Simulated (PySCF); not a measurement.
Species: C7H13PSi.
Cartesian coordinates in Å at the GFN2-xTB level; atoms count from 1:
```
atom  x, y, z in Å
C1    -2.5654   -0.7310   -0.4208
C2    -1.2370   -0.2048    0.0207
C3    -0.9094    1.1898   -0.0142
C4     0.3430    1.4957    0.3989
C5     0.9381    2.8637    0.4862
P6     1.1922    0.0120    0.9749
Si7    2.4367   -0.3261   -0.8565
C8    -0.2201   -0.9876    0.4708
C9    -0.2655   -2.4733    0.6241
H10   -2.4391   -1.5197   -1.1624
H11   -3.1692    0.0631   -0.8531
H12   -3.1065   -1.1572    0.4246
H13   -1.6156    1.9273   -0.3656
H14    0.5330    3.4043    1.3432
H15    0.7100    3.4393   -0.4103
H16    2.0191    2.8086    0.6038
H17    1.6874   -0.2299   -2.1098
H18    3.4975    0.6817   -0.8248
H19    3.0065   -1.6671   -0.7171
H20   -0.4777   -2.9514   -0.3339
H21    0.6839   -2.8519    0.9985
H22   -1.0525   -2.7663    1.3211
```

Probes without a nucleus sit at each ring's centroid and 1 Å off its mean plane on both sides; NICS is minus the shielding there, NICSzz its component along the normal. Level: GIAO PBE0/pcSseg-1 (PySCF, non-relativistic, gas phase) on the GFN2-xTB geometry, one conformer.

Ring bond lengths (Å), with Mayer bond orders in brackets: C2–C3 1.433 (1.20), C3–C4 1.354 (1.64), C4–P6 1.804 (0.97), P6–C8 1.802 (0.99), C8–C2 1.360 (1.62).

Q: Give the NICS values of each ring in ppm.

A: 
```json
{"ring": "C2–C3–C4–P6–C8", "type": "5-membered ring with P; bonds drawn aromatic by RDKit's count", "NICS(0)": "-5.8", "NICS(1), two faces": "-7.7 / -6.7", "NICS(1)zz, two faces": "-16.0 / -13.8", "rms pucker (Å)": "0.02", "centre to ring atoms, mean (Å)": "1.31"}
```

Q: What can be read from them?

A: 
- C2–C3–C4–P6–C8: mean NICS(1)zz -14.9 ppm, shielded.

Q: And the bond-length index? Use HOMA with the parameters of Krygowski (1993).

A: 
- C2–C3–C4–P6–C8: HOMA 0.27; the largest term is that of C4–P6, α(R − Ropt)² = 1.33.

Q: At the second NICS(1) probe listed for ring C2–C3–C4–P6–C8, 1 Å off the ring, what do the in-plane components average?

A: The isotropic value is a third of the trace: (3 × -6.7 − (-13.8))/2 = -3.2 ppm.

Q: List the ring angles and the Hirshfeld charges of the ring atoms.

A: 
- C2–C3–C4–P6–C8: C2 113.4° (-0.009 e), C3 115.1° (-0.071 e), C4 110.3° (-0.050 e), P6 89.9° (+0.071 e), C8 111.1° (-0.060 e); sum 539.7° against 540° for a flat convex ring.
